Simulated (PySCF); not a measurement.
## Static response to an electric field

Compound: CH₉ClGe₂Si.
Geometry (PBE0-D3(BJ)/def2-SVP, Å), atoms numbered from 1 in this order:
```xyz
14
CH9ClGe2Si angstrom
Si    -0.3305    1.9256    0.9814
Ge    -0.0768    0.2391   -0.6833
Ge     1.9109   -1.0865   -0.2780
C     -1.6287   -0.9792   -0.5439
Cl    -1.6905   -1.6442    1.1153
H     -0.0747    1.3397    2.3301
H     -1.7145    2.4911    0.9421
H      0.6492    3.0286    0.7382
H     -0.0615    0.8355   -2.1100
H      2.0677   -1.3591    1.2272
H      1.8030   -2.4322   -1.0210
H      3.1657   -0.3464   -0.7779
H     -2.5741   -0.4531   -0.7352
H     -1.5456   -1.8217   -1.2441
```

Level: wB97X-D/def2-SVPD (PySCF), static field, nuclei fixed, core orbitals frozen in the response. The polarisability tensor in these axes (au):

```
x   125.37  -6.68  -5.46
y    -6.68 128.26   4.47
z    -5.46   4.47 114.22
```

Task: What are the eigenvalues, a third of the trace, and Δα (Δα² = ½Σ(αi − αj)² over the three pairs)?

Result: Principal values 111.79, 120.19 and 135.87 au; mean 122.62 au = 18.17 Å³ = 20.22 × 10⁻⁴⁰ C²·m²/J; Δα = 21.17 au (17 % of the mean).

Task: What is the dipole moment, and where does it point?

Result: (-0.12, 0.58, -1.51) D, 1.62 D in size, pointing from the negative to the positive side. Measured along this direction, the outermost atoms are H10 and H6 at the negative end and H9 at the positive end.

Task: Give the eigenvalues of the traceless quadrupole moment Θ = ½Σq(3rr − r²1), origin at the centre of nuclear charge.

Result: -6.12, 0.35, 5.78 D·Å. The values depend on the origin, since the dipole doesn't vanish. The electronic extent ⟨r²⟩ about the same centre is 1747 bohr², a root-mean-square distance of 2.11 Å for the 110 electrons.

Task: Give the principal axes and the span of the nuclei along them.

Result: Largest value along (-0.62, 0.72, 0.31), where the nuclei span 6.34 Å; middle along (0.72, 0.68, -0.15), 4.91 Å; least along (0.32, -0.13, 0.94), 4.11 Å. The response follows the extents in order.

Task: How large is μ²/3kT at 298 K beside α?

Result: In Gaussian units μ²/3kT = 21.31 Å³ against 18.17 Å³, a ratio of 1.17; the Debye molar polarisation (4π/3)N_A(α + μ²/3kT) is 99.6 cm³/mol, leaving out the vibrational part.

Geometry: PBE0-D3(BJ)/def2-SVP, one conformer, isolated molecule. The calculation is non-relativistic, for germanium too.

These values come from a run that also computed excited states and ΔSCF ions. Hardware: x86-64 server, one thread (shared host). Cost: 3.3 min wall.
